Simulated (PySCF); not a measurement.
**Diatomics of Br with the 5d metals**

r²SCAN with triple-zeta basis sets in PySCF, for the lowest determinant that a PBE0 search found; no spin–orbit coupling. De refers to high-spin ground-configuration atoms. A positive dipole means M(−)Br(+).

```csv
M,basis,state (unpaired electrons),Re (Å),ωe (cm⁻¹),De (eV),μ (D)
Hf,def2-TZVPPD,doublet (δ ↑),2.471,246,n/a,-1.19
Ta,def2-TZVPP,"quintet (σ ↑, π ↑, δ ↑↑)",2.453,248,n/a,-2.97
W,def2-TZVPP,"sextet (σ ↑, π ↑↑, δ ↑↑)",2.429,255,n/a,-3.24
Ir,def2-TZVPP,"triplet (π ↑, δ ↑)",2.294,283,n/a,-2.48
Au,def2-TZVPP,singlet (closed shell),2.336,259,2.83,-3.19
Hg,def2-TZVPP,doublet (σ ↑),2.543,179,1.04,-2.54
```

The shortest bond is that of IrBr (2.294 Å), the longest that of HgBr (2.543 Å).

The rows differ in basis set, which adds steps of its own.

The state changes along the series, so neighbouring rows are not always alike in their bonding.

⟨S²⟩ is raised (HfBr 0.99), so spin contamination touches these numbers. De is left out where the level can put another filling of the metal’s s and d shells below the measured ground configuration, by anything from nothing to about 1 eV. Spin–orbit coupling is left out, which matters for elements this heavy, above all for dissociation energies. States were picked by a PBE0 search and need not be the measured ground states.
